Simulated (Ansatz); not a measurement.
Level of theory: PBE0-D3(BJ)/def2-SVP (Ansatz, a program for electronic structure). No frequencies were computed at this level.

Ansatz 0.2 input:
```yaml
crystal:
  periodic: [false, false, false]
  atoms:
    - { symbol: Al, position_ang: [0.14868, 0.028259, -0.17709] }
    - { symbol: C, position_ang: [0.888, -0.256491, 1.670848] }
    - { symbol: H, position_ang: [0.142053, -0.579558, 2.405323] }
    - { symbol: H, position_ang: [1.369121, 0.63432, 2.088791] }
    - { symbol: H, position_ang: [1.65905, -1.034482, 1.666743] }
    - { symbol: C, position_ang: [1.311528, 0.861835, -1.571109] }
    - { symbol: H, position_ang: [1.989811, 0.14088, -2.040112] }
    - { symbol: H, position_ang: [1.950181, 1.659176, -1.176113] }
    - { symbol: H, position_ang: [0.736944, 1.306344, -2.391177] }
    - { symbol: C, position_ang: [-1.348573, -1.177913, -0.766306] }
    - { symbol: H, position_ang: [-2.060764, -1.430829, 0.026749] }
    - { symbol: H, position_ang: [-0.957125, -2.133425, -1.131644] }
    - { symbol: H, position_ang: [-1.93786, -0.764939, -1.59198] }
    - { symbol: C, position_ang: [-2.991845, 2.615892, 1.65861] }
    - { symbol: C, position_ang: [-1.91211, 2.041816, 0.922194] }
    - { symbol: N, position_ang: [-1.043657, 1.594691, 0.322734] }
    - { symbol: H, position_ang: [-3.03946, 2.155863, 2.645524] }
    - { symbol: H, position_ang: [-3.928156, 2.435181, 1.130753] }
    - { symbol: H, position_ang: [-2.837187, 3.68932, 1.766143] }
basis:
  gaussian: { orbitals: def2-svp }
hamiltonian:
  xc: pbe0
  dispersion: d3bj
relax:
  max_steps: 150
```

Output:

```
Functional definition: PBE0
1796 factors; integrals over basis functions are off by at most 3.2e-4 eV
mean field evaluation 1: about -13433.0162 eV, gradient 8.3e1 eV
mean field evaluation 2: about -13423.9158 eV, gradient 1.0e2 eV
mean field evaluation 4: about -13449.5393 eV, gradient 5.5e0 eV
mean field evaluation 8: about -13449.6450 eV, gradient 2.8e-1 eV
mean field evaluation 16: about -13449.6452 eV, gradient 2.1e-5 eV
mean field -13449.64521300 eV, -494.2653450808 hartree, gradient 2.1e-5 eV, S^2 0.000000; 0 other end points of the search recorded, 0 dependent functions left out
reference -13449.64524842 eV, -494.2653463824 hartree; 31, 31 occupied and 131, 131 virtual orbitals, 1796 factors
relax step   1: F+E_penalty+E_count = -13449.99397805 eV  Δ(F+E_penalty+E_count) = +0.000e0 eV  max|allowed force component| = 4.637e-1 eV/Å  Δτ_max = 0.0000 Å  (28 SCF iters, accepted)
these checks for a lower state are left out or cut short: starts, cluster_reference, orbital_swaps, neighbouring_geometries, increment
1796 factors; integrals over basis functions are off by at most 3.3e-4 eV
mean field -13449.72265979 eV, -494.2681911977 hartree, gradient 1.3e-5 eV, S^2 0.000000; 0 other end points of the search recorded, 0 dependent functions left out
reference -13449.72269526 eV, -494.2681925015 hartree; 31, 31 occupied and 131, 131 virtual orbitals, 1796 factors
relax step   2: F+E_penalty+E_count = -13450.06920979 eV  Δ(F+E_penalty+E_count) = -7.523e-2 eV  max|allowed force component| = 3.407e-1 eV/Å  Δτ_max = 0.1058 Å  (31 SCF iters, accepted)
these checks for a lower state are left out or cut short: starts, cluster_reference, orbital_swaps, neighbouring_geometries, increment
1796 factors; integrals over basis functions are off by at most 3.3e-4 eV
mean field -13449.74346076 eV, -494.2689556192 hartree, gradient 1.3e-5 eV, S^2 0.000000; 0 other end points of the search recorded, 0 dependent functions left out
reference -13449.74349637 eV, -494.2689569281 hartree; 31, 31 occupied and 131, 131 virtual orbitals, 1796 factors
relax step   3: F+E_penalty+E_count = -13450.08912575 eV  Δ(F+E_penalty+E_count) = -1.992e-2 eV  max|allowed force component| = 3.336e-1 eV/Å  Δτ_max = 0.0615 Å  (29 SCF iters, accepted)
these checks for a lower state are left out or cut short: starts, cluster_reference, orbital_swaps, neighbouring_geometries, increment
1796 factors; integrals over basis functions are off by at most 3.3e-4 eV
mean field evaluation 32: about -13449.3162 eV, gradient 1.3e1 eV
mean field -13449.76385850 eV, -494.2697052225 hartree, gradient 1.8e-5 eV, S^2 0.000000; 0 other end points of the search recorded, 0 dependent functions left out
reference -13449.76389422 eV, -494.2697065352 hartree; 31, 31 occupied and 131, 131 virtual orbitals, 1796 factors
relax step   4: F+E_penalty+E_count = -13450.10843001 eV  Δ(F+E_penalty+E_count) = -1.930e-2 eV  max|allowed force component| = 2.571e-1 eV/Å  Δτ_max = 0.1693 Å  (29 SCF iters, accepted)
these checks for a lower state are left out or cut short: starts, cluster_reference, orbital_swaps, neighbouring_geometries, increment
1796 factors; integrals over basis functions are off by at most 3.7e-4 eV
mean field -13449.78035220 eV, -494.2703113550 hartree, gradient 2.3e-5 eV, S^2 0.000000; 0 other end points of the search recorded, 0 dependent functions left out
reference -13449.78038798 eV, -494.2703126697 hartree; 31, 31 occupied and 131, 131 virtual orbitals, 1796 factors
relax step   5: F+E_penalty+E_count = -13450.12167874 eV  Δ(F+E_penalty+E_count) = -1.325e-2 eV  max|allowed force component| = 5.984e-1 eV/Å  Δτ_max = 0.1388 Å  (30 SCF iters, accepted)
these checks for a lower state are left out or cut short: starts, cluster_reference, orbital_swaps, neighbouring_geometries, increment
1796 factors; integrals over basis functions are off by at most 3.7e-4 eV
mean field -13449.78734596 eV, -494.2705683707 hartree, gradient 1.4e-5 eV, S^2 0.000000; 0 other end points of the search recorded, 0 dependent functions left out
reference -13449.78738174 eV, -494.2705696857 hartree; 31, 31 occupied and 131, 131 virtual orbitals, 1796 factors
relax step   6: F+E_penalty+E_count = -13450.12817829 eV  Δ(F+E_penalty+E_count) = -6.500e-3 eV  max|allowed force component| = 3.433e-1 eV/Å  Δτ_max = 0.0368 Å  (31 SCF iters, accepted)
these checks for a lower state are left out or cut short: starts, cluster_reference, orbital_swaps, neighbouring_geometries, increment
1796 factors; integrals over basis functions are off by at most 3.6e-4 eV
mean field -13449.79331568 eV, -494.2707877537 hartree, gradient 1.4e-5 eV, S^2 0.000000; 0 other end points of the search recorded, 0 dependent functions left out
reference -13449.79335144 eV, -494.2707890681 hartree; 31, 31 occupied and 131, 131 virtual orbitals, 1796 factors
relax step   7: F+E_penalty+E_count = -13450.13442480 eV  Δ(F+E_penalty+E_count) = -6.247e-3 eV  max|allowed force component| = 2.463e-2 eV/Å  Δτ_max = 0.0611 Å  (30 SCF iters, accepted)
these checks for a lower state are left out or cut short: starts, cluster_reference, orbital_swaps, neighbouring_geometries, increment
1796 factors; integrals over basis functions are off by at most 3.8e-4 eV
mean field evaluation 64: about -13449.7969 eV, gradient 4.2e-4 eV
mean field -13449.79685579 eV, -494.2709178505 hartree, gradient 1.2e-5 eV, S^2 0.000000; 0 other end points of the search recorded, 0 dependent functions left out
reference -13449.79689164 eV, -494.2709191680 hartree; 31, 31 occupied and 131, 131 virtual orbitals, 1796 factors
relax step   8: F+E_penalty+E_count = -13450.13754366 eV  Δ(F+E_penalty+E_count) = -3.119e-3 eV  max|allowed force component| = 1.389e-1 eV/Å  Δτ_max = 0.1252 Å  (29 SCF iters, accepted)
these checks for a lower state are left out or cut short: starts, cluster_reference, orbital_swaps, neighbouring_geometries, increment
1796 factors; integrals over basis functions are off by at most 3.8e-4 eV
mean field -13449.79762862 eV, -494.2709462515 hartree, gradient 1.4e-5 eV, S^2 0.000000; 0 other end points of the search recorded, 0 dependent functions left out
reference -13449.79766447 eV, -494.2709475690 hartree; 31, 31 occupied and 131, 131 virtual orbitals, 1796 factors
relax step   9: F+E_penalty+E_count = -13450.13820426 eV  Δ(F+E_penalty+E_count) = -6.606e-4 eV  max|allowed force component| = 4.981e-2 eV/Å  Δτ_max = 0.0402 Å  (31 SCF iters, accepted)
these checks for a lower state are left out or cut short: starts, cluster_reference, orbital_swaps, neighbouring_geometries, increment
1796 factors; integrals over basis functions are off by at most 3.8e-4 eV
mean field -13449.79772525 eV, -494.2709498027 hartree, gradient 1.4e-5 eV, S^2 0.000000; 0 other end points of the search recorded, 0 dependent functions left out
reference -13449.79776112 eV, -494.2709511207 hartree; 31, 31 occupied and 131, 131 virtual orbitals, 1796 factors
relax step  10: F+E_penalty+E_count = -13450.13862298 eV  Δ(F+E_penalty+E_count) = -4.187e-4 eV  max|allowed force component| = 5.158e-2 eV/Å  Δτ_max = 0.0176 Å  (32 SCF iters, accepted)
these checks for a lower state are left out or cut short: starts, cluster_reference, orbital_swaps, neighbouring_geometries, increment
1796 factors; integrals over basis functions are off by at most 3.8e-4 eV
mean field -13449.79789214 eV, -494.2709559358 hartree, gradient 1.4e-5 eV, S^2 0.000000; 0 other end points of the search recorded, 0 dependent functions left out
reference -13449.79792801 eV, -494.2709572538 hartree; 31, 31 occupied and 131, 131 virtual orbitals, 1796 factors
relax step  11: F+E_penalty+E_count = -13450.13877234 eV  Δ(F+E_penalty+E_count) = -1.494e-4 eV  max|allowed force component| = 2.040e-2 eV/Å  Δτ_max = 0.0048 Å  (24 SCF iters, accepted)
these checks for a lower state are left out or cut short: starts, cluster_reference, orbital_swaps, neighbouring_geometries, increment
1796 factors; integrals over basis functions are off by at most 3.9e-4 eV
mean field -13449.79799957 eV, -494.2709598837 hartree, gradient 2.3e-5 eV, S^2 0.000000; 0 other end points of the search recorded, 0 dependent functions left out
reference -13449.79803544 eV, -494.2709612018 hartree; 31, 31 occupied and 131, 131 virtual orbitals, 1796 factors
relax step  12: F+E_penalty+E_count = -13450.13886935 eV  Δ(F+E_penalty+E_count) = -9.701e-5 eV  max|allowed force component| = 8.971e-4 eV/Å  Δτ_max = 0.0063 Å  (24 SCF iters, accepted)
these checks for a lower state are left out or cut short: starts, cluster_reference, orbital_swaps, neighbouring_geometries, increment
1796 factors; integrals over basis functions are off by at most 3.9e-4 eV
mean field evaluation 96: about -13449.7980 eV, gradient 8.3e-4 eV
mean field -13449.79803461 eV, -494.2709611712 hartree, gradient 1.9e-5 eV, S^2 0.000000; 0 other end points of the search recorded, 0 dependent functions left out
reference -13449.79807048 eV, -494.2709624897 hartree; 31, 31 occupied and 131, 131 virtual orbitals, 1796 factors
relax step  13: F+E_penalty+E_count = -13450.13889184 eV  Δ(F+E_penalty+E_count) = -2.249e-5 eV  max|allowed force component| = 3.564e-3 eV/Å  Δτ_max = 0.0104 Å  (23 SCF iters, accepted)
1796 factors; integrals over basis functions are off by at most 3.9e-4 eV
mean field -13449.79803461 eV, -494.2709611712 hartree, gradient 1.9e-5 eV, S^2 0.000000; 1 other end points of the search recorded, 0 dependent functions left out
reference -13449.79807048 eV, -494.2709624897 hartree; 31, 31 occupied and 131, 131 virtual orbitals, 1796 factors
Total energy: -13450.13892772 eV, -494.2834887620 hartree
Atom 0 at     0.088392    -0.090627    -0.090986 Å, force     0.001360    -0.000455    -0.000272 eV/Å
Atom 1 at     1.029208    -0.529888     1.597709 Å, force    -0.000515    -0.000672     0.001246 eV/Å
Atom 2 at     0.359401    -0.966202     2.358936 Å, force     0.000778     0.000003    -0.000518 eV/Å
Atom 3 at     1.522092     0.346621     2.052911 Å, force    -0.000483    -0.000443    -0.000349 eV/Å
Atom 4 at     1.823458    -1.275861     1.416270 Å, force    -0.000387     0.000799    -0.000118 eV/Å
Atom 5 at     1.040579     1.062683    -1.392036 Å, force    -0.000779     0.000852    -0.000008 eV/Å
Atom 6 at     1.840383     0.495135    -1.900348 Å, force    -0.000098     0.000319    -0.000184 eV/Å
Atom 7 at     1.528089     1.931330    -0.916427 Å, force     0.000272    -0.000704     0.000072 eV/Å
Atom 8 at     0.377991     1.448119    -2.186279 Å, force     0.000481    -0.000464    -0.000146 eV/Å
Atom 9 at    -1.161428    -1.446970    -0.817533 Å, force    -0.000814    -0.000617     0.000202 eV/Å
Atom 10 at    -1.820069    -1.878698    -0.044061 Å, force     0.000569     0.000133    -0.000553 eV/Å
Atom 11 at    -0.602904    -2.291582    -1.259011 Å, force    -0.000224     0.000703    -0.000050 eV/Å
Atom 12 at    -1.807745    -1.047500    -1.618219 Å, force     0.000270    -0.000067     0.000463 eV/Å
Atom 13 at    -3.003111     2.994092     1.548154 Å, force    -0.000195     0.000605    -0.000734 eV/Å
Atom 14 at    -2.044536     2.038339     1.038463 Å, force     0.001336    -0.003215     0.000340 eV/Å
Atom 15 at    -1.281466     1.276788     0.633214 Å, force    -0.002232     0.003564     0.000870 eV/Å
Atom 16 at    -3.179606     2.810022     2.617560 Å, force     0.000651     0.000383     0.000074 eV/Å
Atom 17 at    -3.953075     2.895093     1.003728 Å, force    -0.000244    -0.000401    -0.000196 eV/Å
Atom 18 at    -2.617024     4.015045     1.416835 Å, force     0.000256    -0.000323    -0.000139 eV/Å
Dipole moment:    -1.084403     1.081942     0.574708 e Å
```

Cost: around 3 core-minutes (rough).
